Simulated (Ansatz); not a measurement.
## Reading a saddle point

A first-order saddle point of Si$_{2}$NH$_{9}$O, closed shell, PBE0-D4/def2-TZVP, with one imaginary mode of 1260i cm⁻¹:

| atom | x (Å) | y (Å) | z (Å) |
| --- | --- | --- | --- |
| Si1 | -0.9467 | 0.2701 | -0.5655 |
| H2 | 0.2843 | 1.0373 | 0.7168 |
| O3 | -0.5644 | -1.1486 | 0.1590 |
| Si4 | 0.3519 | -1.3635 | 1.5226 |
| H5 | -1.7173 | -0.2433 | -1.7431 |
| H6 | -1.8401 | 1.3019 | 0.0081 |
| H7 | 0.7178 | 1.3203 | -0.3554 |
| N8 | 0.4691 | 1.0730 | -1.4836 |
| H9 | -0.1655 | -0.6140 | 2.6925 |
| H10 | 1.7801 | -1.0316 | 1.2835 |
| H11 | 0.2557 | -2.8199 | 1.8077 |
| H12 | 0.2505 | 1.8045 | -2.1526 |
| H13 | 1.1245 | 0.4139 | -1.8900 |

Program: Ansatz 0.2.0. Basis: def2-TZVPP and def2-QZVPP. Cores are frozen in the correlated methods. Extrapolation: Hartree–Fock as exp(−7.88 √X), correlation as X^−2.97.

Which contacts change along the imaginary mode, and what lies on either side? (Judge from chemistry; the calculation decides.)

The calculation gives: The step is Si₂H₆O ([SiH3][O][SiH3]) + NH₃ → Si₂NH₇O ([NH2][SiH2][O][SiH3]) + H₂, with the molecules in contact on both sides. Shortening one way: Si1–N8, H2–H7; lengthening the same way: Si1–H2, H7–N8.
| pair | one side (Å) | saddle (Å) | other side (Å) |
| --- | --- | --- | --- |
| Si1–N8 | 2.59 | 1.87 | 1.70 |
| H2–H7 | 2.88 | 1.19 | 0.75 |
| Si1–H2 | 1.49 | 1.94 | 3.52 |
| H7–N8 | 1.01 | 1.18 | 3.43 |

Which side is lower, and how far does the saddle lie above each? (An estimate is asked for; the value comes from the calculation.)

The calculation gives: The side with Si1–N8, H2–H7 short is lower by 34.2 kJ/mol; the saddle lies 218.7 kJ/mol above it and 184.5 kJ/mol above the other (CCSD(T) at an estimated basis limit (MP2 extrapolated from triple and quadruple zeta, plus CCSD(T) − MP2 in triple zeta); electronic energies).

No T1 diagnostic of these runs exceeds 0.012.

Labels in which every atom is bracketed show which atoms are joined, not bond orders.

For scale, one of the runs: CCSD(T)/def2-TZVPP, 272 basis functions, launched by `ansatz run in.yaml --threads 8 --pin off --events-out ev --progress --plain --max-ram 19148MiB`. Time: 94 s of wall clock on 8 CPU threads of an Arm Neoverse V1; the host was shared. Peak host memory: 6.9 GiB.
